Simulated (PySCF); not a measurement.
A structure optimised at PBE-D3(BJ)/def2-SVP, used in a PySCF frequency run:

```
C
H 1 1.1139
H 1 1.1139 2 105.51
C 1 1.5115 2 112.93 3 -123.80
C 4 1.3499 1 109.23 2 -120.19
O 5 1.3869 4 115.21 1 0.00
B 6 1.3965 5 106.91 4 0.00
O 7 1.3616 6 118.17 5 180.00
H 8 0.9718 7 111.85 6 180.00
H 4 1.0984 5 124.63 6 -180.00
H 5 1.0993 4 129.76 10 0.00
```

Question: Write its SMILES, formula and point group.

Answer: OB1CC=CO1, C3H5BO2, Cs

Question: What are its rotational constants (standard atomic weights)?

Answer: 7.7309, 3.4264, 2.4101 GHz
